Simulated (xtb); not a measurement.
xtb input file for Br2Mg, SMILES [Br][Mg-][Br], charge -1, multiplicity 2, GFN2-xTB. 

```
$ xtb mol.xyz --gfn 2 --sp --chrg -1 --uhf 1 --json
$ cat mol.xyz
3

Mg     0.00000000     0.00000000    -0.87759645
Br     0.00000000     2.53868031     0.15044511
Br    -0.00000000    -2.53868031     0.15044510
```

It prints:

```
[banner left out]
          |                Calculation Setup                |
           -------------------------------------------------



           -------------------------------------------------
          |                 G F N 2 - x T B                 |
           -------------------------------------------------

        Reference                      10.1021/acs.jctc.8b01176
      * Hamiltonian:
        H0-scaling (s, p, d)           1.850000    2.230000    2.230000
        zeta-weighting                 0.500000
      * Dispersion:
        s8                             2.700000
        a1                             0.520000
        a2                             5.000000
        s9                             5.000000
      * Repulsion:
        kExp                           1.500000    1.000000
        rExp                           1.000000
      * Coulomb:
        alpha                          2.000000
        third order                    shell-resolved
        anisotropic                    true
        a3                             3.000000
        a5                             4.000000
        cn-shift                       1.200000
        cn-exp                         4.000000
        max-rad                        5.000000


          ...................................................
          :                      SETUP                      :
          :.................................................:
          :  # basis functions                  30          :
          :  # atomic orbitals                  27          :
          :  # shells                            9          :
          :  # electrons                        17          :
          :  max. iterations                   250          :
          :  Hamiltonian                  GFN2-xTB          :
          :  restarted?                      false          :
          :  GBSA solvation                  false          :
          :  PC potential                    false          :
          :  electronic temp.          300.0000000     K    :
          :  accuracy                    1.0000000          :
          :  -> integral cutoff          0.2500000E+02      :
          :  -> integral neglect         0.1000000E-07      :
          :  -> SCF convergence          0.1000000E-05 Eh   :
          :  -> wf. convergence          0.1000000E-03 e    :
          :  Broyden damping             0.4000000          :
          :  net charge                         -1          :
          :  unpaired electrons                  1          :
          ...................................................

 iter      E             dE          RMSdq      gap      omega  full diag
   1     -7.4809994 -0.748100E+01  0.163E+01    2.58       0.0  T
   2     -8.6613722 -0.118037E+01  0.330E+01    2.29       1.0  T
   3     -8.8362606 -0.174888E+00  0.234E+01    4.38       1.0  T
   4     -8.9945406 -0.158280E+00  0.454E+00    6.84       1.0  T
   5     -9.0280047 -0.334641E-01  0.490E+00    6.97       1.0  T
   6     -9.0369146 -0.890991E-02  0.858E+00    7.08       1.0  T
   7     -9.0392011 -0.228647E-02  0.445E+00    6.82       1.0  T
   8     -9.0408176 -0.161645E-02  0.140E+00    6.68       1.0  T
   9     -9.0467098 -0.589226E-02  0.928E-01    6.70       1.0  T
  10     -9.0460158  0.694028E-03  0.298E+00    6.70       1.0  T
  11     -9.0465249 -0.509082E-03  0.905E-01    6.77       1.0  T
  12     -9.0467643 -0.239411E-03  0.237E-01    6.78       1.0  T
  13     -9.0468063 -0.420487E-04  0.427E-02    6.79       1.4  T
  14     -9.0468104 -0.405143E-05  0.215E-02    6.79       2.7  T
  15     -9.0468116 -0.123277E-05  0.162E-02    6.79       3.6  T
  16     -9.0468116 -0.209394E-07  0.668E-03    6.79       8.6  T
  17     -9.0468116 -0.135609E-08  0.355E-03    6.79      16.3  T
  18     -9.0468116  0.250253E-10  0.270E-04    6.79     214.1  T
  19     -9.0468116 -0.106898E-09  0.449E-05    6.79    1285.5  T

   *** convergence criteria satisfied after 19 iterations ***

         #    Occupation            Energy/Eh            Energy/eV
      -------------------------------------------------------------
         1        2.0000           -0.6367936             -17.3280
       ...           ...                  ...                  ...
         3        2.0000           -0.2431303              -6.6159
         4        2.0000           -0.2249336              -6.1208
         5        2.0000           -0.2228729              -6.0647
         6        2.0000           -0.2218139              -6.0359
         7        2.0000           -0.2170434              -5.9061
         8        2.0000           -0.2165106              -5.8916
         9        1.0000           -0.1283587              -3.4928 (HOMO)
        10                          0.1211718               3.2973 (LUMO)
        11                          0.1349193               3.6713
        12                          0.1501638               4.0862
        13                          0.1602684               4.3611
        14                          0.1611679               4.3856
       ...                                ...                  ...
        27                          1.2465987              33.9217
      -------------------------------------------------------------
                  HL-Gap            0.2495304 Eh            6.7901 eV
             Fermi-level           -0.0880140 Eh           -2.3950 eV

 SCC (total)                   0 d,  0 h,  0 min,  0.004 sec
 SCC setup                      ...        0 min,  0.000 sec (  1.870%)
 Dispersion                     ...        0 min,  0.000 sec (  0.586%)
 classical contributions        ...        0 min,  0.000 sec (  0.285%)
 integral evaluation            ...        0 min,  0.001 sec ( 14.772%)
 iterations                     ...        0 min,  0.002 sec ( 57.128%)
 molecular gradient             ...        0 min,  0.001 sec ( 23.717%)
 printout                       ...        0 min,  0.000 sec (  1.477%)

         :::::::::::::::::::::::::::::::::::::::::::::::::::::
         ::                     SUMMARY                     ::
         :::::::::::::::::::::::::::::::::::::::::::::::::::::
         :: total energy              -9.046205777889 Eh    ::
         :: gradient norm              0.000002203162 Eh/a0 ::
         :: HOMO-LUMO gap              6.790068566109 eV    ::
         ::.................................................::
         :: SCC energy                -9.046811803880 Eh    ::
         :: -> isotropic ES            0.166237173159 Eh    ::
         :: -> anisotropic ES         -0.001331381584 Eh    ::
         :: -> anisotropic XC         -0.008660592230 Eh    ::
         :: -> dispersion             -0.001734580381 Eh    ::
         :: repulsion energy           0.000606025991 Eh    ::
         :: add. restraining           0.000000000000 Eh    ::
         :: total charge              -1.000000000000 e     ::
         :::::::::::::::::::::::::::::::::::::::::::::::::::::

           -------------------------------------------------
          |                Property Printout                |
           -------------------------------------------------

    * Orbital Energies and Occupations

         #    Occupation            Energy/Eh            Energy/eV
      -------------------------------------------------------------
         1        2.0000           -0.6367936             -17.3280
         2        2.0000           -0.6344632             -17.2646
         3        2.0000           -0.2431303              -6.6159
         4        2.0000           -0.2249336              -6.1208
         5        2.0000           -0.2228729              -6.0647
         6        2.0000           -0.2218139              -6.0359
Note: The following floating-point exceptions are signalling: IEEE_UNDERFLOW_FLAG IEEE_DENORMAL
normal termination of xtb
         7        2.0000           -0.2170434              -5.9061
         8        2.0000           -0.2165106              -5.8916
         9        1.0000           -0.1283587              -3.4928 (HOMO)
        10                          0.1211718               3.2973 (LUMO)
        11                          0.1349193               3.6713
        12                          0.1501638               4.0862
        13                          0.1602684               4.3611
        14                          0.1611679               4.3856
        15                          0.1653343               4.4990
        16                          0.2570017               6.9934
        17                          0.2604355               7.0868
        18                          0.2642176               7.1897
        19                          0.2645960               7.2000
        20                          0.2646169               7.2006
       ...                                ...                  ...
        27                          1.2465987              33.9217
      -------------------------------------------------------------
                  HL-Gap            0.2495304 Eh            6.7901 eV
             Fermi-level           -0.0880140 Eh           -2.3950 eV

     #   Z          covCN         q      C6AA      α(0)
     1  12 Mg       1.412     0.310   136.691    29.505
     2  35 Br       0.706    -0.655   203.043    22.971
     3  35 Br       0.706    -0.655   203.043    22.971

 Mol. C6AA /au·bohr⁶  :       1548.135419
 Mol. C8AA /au·bohr⁸  :     108680.069755
 Mol. α(0) /au        :         75.446380


Wiberg/Mayer (AO) data.
largest (>0.10) Wiberg bond orders for each atom

 ---------------------------------------------------------------------------
     #   Z sym  total        # sym  WBO       # sym  WBO       # sym  WBO
 ---------------------------------------------------------------------------
     1  12 Mg   1.202 --     3 Br   0.601     2 Br   0.601
     2  35 Br   0.636 --     1 Mg   0.601
     3  35 Br   0.636 --     1 Mg   0.601
 ---------------------------------------------------------------------------

Topologies differ in total number of bonds
Writing topology from bond orders to xtbtopo.mol

molecular dipole:
                 x           y           z       tot (Debye)
 q only:        0.000      -0.000      -0.887
   full:       -0.000      -0.000      -0.993       2.524
molecular quadrupole (traceless):
                xx          xy          yy          xz          yz          zz
 q only:       14.702       0.000     -30.525       0.000      -0.000      15.823
  q+dip:       21.000       0.000     -41.944      -0.000      -0.000      20.943
   full:       21.712       0.000     -42.487      -0.000      -0.000      20.775


           -------------------------------------------------
          | TOTAL ENERGY               -9.046205777889 Eh   |
          | GRADIENT NORM               0.000002203162 Eh/α |
          | HOMO-LUMO GAP               6.790068566109 eV   |
           -------------------------------------------------

------------------------------------------------------------------------
------------------------------------------------------------------------
 total:
 SCF:
```

The calculation finished and met its thresholds.

Cost: about 0.020 core-seconds (a rough figure).
